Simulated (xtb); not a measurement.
AlH2IO, SMILES [OH][AlH][I]. All values are semi-empirical tight-binding results from xtb (GFN2-xTB unless named), good for trends rather than for accurate numbers. Geometry optimised at GFN2-xTB. The values are those of a single conformer.

For metal compounds this method's bond lengths and energies can be far off.

Problem. Estimate the properties. (The exact figures need the calculation; the answer reports its results.)

Solution. 
```yaml
point_group_as_xtb_finds_it: Cs
orbital_gap: 4.83 eV
zero_point_energy: 13.2 kcal/mol
G − E(el) at 298.15 K (modified RRHO): -5.2 kcal/mol
```
